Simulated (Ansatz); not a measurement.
This geometry of AlFH4NOP (9 atoms, charge 0, multiplicity 1) is a first-order saddle point.

Computed with Ansatz, RKS PBE-D4/def2-SVP.

```xyz
9
Properties=species:S:1:pos:R:3
N 1.375 0.957 -0.102
Al 0.977 -0.736 0.256
F 2.185 -1.747 0.855
P -1.136 -1.613 -0.085
O -1.806 0.281 -0.400
H 0.695 1.633 -0.456
H 2.296 1.387 0.000
H -1.792 -0.320 0.668
H -2.706 0.112 -0.753
```

Q: Which two structures does it join? (They come from a converged band through this point; their orientation in space is the band's.)

A: Bonds broken: P4–H8. Bonds formed: O5–H8.

Initial state:

```xyz
9
Properties=species:S:1:pos:R:3
N 1.435 0.984 -0.205
Al 0.889 -0.624 0.303
F 1.973 -1.720 0.977
P -1.341 -1.215 -0.140
O -1.810 0.416 -0.437
H 0.768 1.672 -0.562
H 2.368 1.390 -0.117
H -1.673 -1.326 1.270
H -2.520 0.378 -1.105
```

Final state:

```xyz
9
Properties=species:S:1:pos:R:3
N 1.386 0.957 -0.047
Al 1.066 -0.786 0.189
F 2.424 -1.759 0.446
P -1.006 -1.743 0.171
O -1.867 0.100 -0.155
H 0.677 1.669 -0.229
H 2.316 1.381 -0.028
H -2.497 0.183 0.590
H -2.413 -0.047 -0.954
```

Q: How far does it lie above each of them?

A: 48.2 kcal/mol above the first and 6.8 kcal/mol above the second. This is the barrier of this one path; another mechanism may lie lower. The orbitals stay closed-shell, which can raise the energy where a bond breaks towards radicals; this wasn't checked here.

The run took 3.4 min on 2 threads of Intel(R) Xeon(R) Platinum 8488C (Sapphire Rapids), on a shared host, peak memory 0.16 GiB.
